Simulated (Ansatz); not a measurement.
K₂S. Charge 0, multiplicity 1. Geometry r2SCAN-D4/def2-TZVP, basis def2-TZVP, Ansatz.

```xyz
3

K    -0.7077    2.5146    0.8361
K     0.7137   -2.5064   -0.8552
S    -0.0060   -0.0081    0.0191
```

```csv
run,HOMO (eV),LUMO (eV)
A,-2.37,-1.19
B,-5.06,-0.14
C,-3.08,-0.75
D,-2.45,-1.30
E,-2.25,-0.66
F,-2.97,-1.03
```

B3LYP takes the VWN-RPA correlation. The structure comes from a short search, and lower isomers may exist.

Q: The runs used B3LYP, B97M-V, LDA (SPW92), PBE0, r2SCAN, ωB97M-V. Estimate which is which.

A: A B97M-V (0 % exact exchange); B ωB97M-V (range-separated); C PBE0 (25 % exact exchange); D LDA (SPW92) (0 % exact exchange); E r2SCAN (0 % exact exchange); F B3LYP (20 % exact exchange). Exact exchange lowers occupied and raises empty levels; among semilocal functionals meta-GGAs tend to open the gap a little, and such runs are hard to tell apart. The gap grows from 1.15 eV (LDA (SPW92)) to 4.92 eV (ωB97M-V).
